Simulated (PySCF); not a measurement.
Job for PySCF: D3(BJ) and D4 dispersion corrections on H3NOSn (SMILES [NH2][Sn][OH]), a point of a torsion scan.

```python
from pyscf import gto
from pyscf.dispersion import dftd3, dftd4

mol = gto.M(
    atom='''
    N    -1.15825355   -0.17053624    0.13948659
    Sn    0.61367560   -0.58659518    1.13594576
    O     0.23179308   -2.54979093    1.51068159
    H    -2.04370669   -0.63101233    0.30613980
    H    -1.37574857    0.73887292   -0.24782644
    H    -0.55692249   -3.00020906    1.21825851
    ''',
    basis='def2-svp',
    charge=0, spin=0, verbose=0, max_memory=1800)
d3, d4 = {}, {}
for xc in ['hf', 'pbe', 'blyp', 'revpbe', 'tpss', 'r2scan', 'b3lyp', 'pbe0', 'bhlyp', 'camb3lyp', 'b2plyp']:
    d3[xc] = float(dftd3.DFTD3Dispersion(mol, xc=xc, version='d3bj', atm=False).get_dispersion()['energy'])
    print(f'D3(BJ) {xc:10s} {d3[xc]:14.8f} Eh')
for xc in ['hf', 'pbe', 'blyp', 'revpbe', 'tpss', 'r2scan', 'b3lyp', 'pbe0', 'bhlyp', 'camb3lyp', 'b2plyp']:
    d4[xc] = float(dftd4.DFTD4Dispersion(mol, xc={'camb3lyp': 'cam-b3lyp'}.get(xc, xc), atm=True).get_dispersion()['energy'])
    print(f'D4     {xc:10s} {d4[xc]:14.8f} Eh')
```

It printed:

```
D3(BJ) hf            -0.03151526 Eh
D3(BJ) pbe           -0.00362441 Eh
D3(BJ) blyp          -0.00829262 Eh
D3(BJ) revpbe        -0.00892257 Eh
D3(BJ) tpss          -0.00469585 Eh
D3(BJ) r2scan        -0.00095335 Eh
D3(BJ) b3lyp         -0.00687725 Eh
D3(BJ) pbe0          -0.00324281 Eh
D3(BJ) bhlyp         -0.00583353 Eh
D3(BJ) camb3lyp      -0.00313198 Eh
D3(BJ) b2plyp        -0.00342295 Eh
D4     hf            -0.01327586 Eh
D4     pbe           -0.00376598 Eh
D4     blyp          -0.00831409 Eh
D4     revpbe        -0.01070336 Eh
D4     tpss          -0.00506543 Eh
D4     r2scan        -0.00081960 Eh
D4     b3lyp         -0.00619481 Eh
D4     pbe0          -0.00315278 Eh
D4     bhlyp         -0.00515304 Eh
D4     camb3lyp      -0.00322695 Eh
D4     b2plyp        -0.00258412 Eh
```

The run finished.

Cost: about 0.03 core-seconds (a rough figure).
